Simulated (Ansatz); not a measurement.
A nudged elastic band was laid between two geometries of ClH4OSbSi (8 atoms, charge 0, multiplicity 1).

These are results of RKS BHLYP-D4/def2-SVP (Ansatz), not measurements.

```yaml
movable_images: 5
climbing_image: from the first iteration
spring: 5.0 eV/Å²
optimiser: fire
start_path: IDPP
force_threshold: 0.05 eV/Å
iteration_limit: 60
end_points: relaxed
```

Initial state:

```xyz
8
Properties=species:S:1:pos:R:3
O -1.523 0.132 0.699
Si -0.536 0.408 -0.585
Cl -0.051 2.424 -0.709
Sb 1.724 -0.827 -0.482
H -1.168 0.197 1.582
H -1.321 0.061 -1.779
H 0.986 -2.241 0.128
H 1.981 -0.211 1.089
```

Final state:

```xyz
8
Properties=species:S:1:pos:R:3
O -1.884 0.033 0.500
Si -0.488 0.423 -0.278
Cl -0.068 2.442 -0.025
Sb 1.532 -0.832 0.711
H -1.952 0.165 1.442
H -0.744 0.185 -1.706
H 1.160 -2.241 -0.174
H 2.536 -0.232 -0.526
```

Task: What changes between the two ends?

Result: No bond is made or broken. The height of Sb4 over the plane of its neighbours goes from -1.07 to 1.06 Å.

Task: Give the energies along the band, and the barrier.

Result: The forces met the threshold. The highest image is number 3 of 0 to 6, 144.9 kJ/mol above the first end and 144.5 kJ/mol above the last; the last end lies 0.5 kJ/mol above the first. Another band between the same ends (5 images) ends at a top of the same energy, where a vibrational analysis finds 1 clearly imaginary mode.

```tsv
image	path coordinate (Å)	energy (kJ/mol)	height of Sb4 over the plane of its neighbours (Å)
0	0.00	0.0	-1.07
1	0.64	3.2	-1.01
2	1.28	37.4	-0.71
3	1.91	144.9	-0.02
4	2.52	44.1	0.65
5	3.12	4.9	0.98
6	3.73	0.5	1.06
```

Task: What is the geometry of the highest image?

Result: 
```xyz
8
Properties=species:S:1:pos:R:3
O -1.956 0.223 0.189
Si -0.560 0.489 -0.620
Cl 0.111 2.430 -0.448
Sb 1.299 -0.855 0.319
H -1.920 0.169 1.143
H -0.859 0.206 -2.025
H 1.289 -2.506 0.442
H 2.687 -0.213 0.945
```

Run time: 5.5 min on 2 threads of Intel(R) Xeon(R) Platinum 8488C (Sapphire Rapids), with other jobs on the host, peak memory 0.25 GiB.
